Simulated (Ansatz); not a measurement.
Geometry optimisation, RKS B3LYP/def2-SVP in Ansatz 0.2.0.

The input (input.yaml):

```yaml
crystal:
  periodic: [false, false, false]
  atoms:
    - { symbol: Sn, position_ang: [0.134642, 0.202679, -1.199335] }
    - { symbol: H, position_ang: [1.164311, 0.038989, 1.549167] }
    - { symbol: H, position_ang: [1.785969, -0.097865, 1.214421] }
    - { symbol: H, position_ang: [-0.934605, 1.124475, -0.091417] }
    - { symbol: C, position_ang: [-0.959875, -1.705312, -0.819356] }
    - { symbol: H, position_ang: [-1.124823, -1.891363, 0.254979] }
    - { symbol: H, position_ang: [-1.95445, -1.605943, -1.293204] }
    - { symbol: H, position_ang: [-0.44657, -2.571161, -1.265655] }
basis:
  gaussian: { orbitals: def2-SVP }
hamiltonian:
  xc: b3lyp
relax:
  f_tol: 0.03
  max_steps: 50
output:
  orbitals: {}
```

Run as:

```bash
$ ansatz run input.yaml --threads 1 --pin off --max-ram 2048MiB --backend cpu --events-out ev --progress --plain --runs-dir out
```

Task: Where does it end, and by what steps?

Result: The forces met the threshold. After 5 steps the energy has fallen by 0.057 eV; H2 moved furthest, 0.27 Å.

```csv
step,energy less start (eV),largest force component (eV/Å),accepted
0,0.0000,1.551,yes
1,-0.0542,0.178,yes
2,-0.0508,0.068,no
3,-0.0420,0.230,no
4,-0.0548,0.087,yes
5,-0.0570,0.011,yes
```

```xyz
8
Properties=species:S:1:pos:R:3
Sn 0.220 0.211 -1.100
H 0.962 0.004 1.375
H 1.619 -0.168 1.016
H -0.850 1.145 0.000
C -0.910 -1.688 -0.767
H -1.097 -1.883 0.300
H -1.892 -1.579 -1.260
H -0.388 -2.547 -1.214
```

Whether the end is a true minimum wasn't checked by a vibrational analysis.

The run took 16 s on 1 thread of Arm Neoverse V2, on a shared host, peak memory 0.13 GiB.
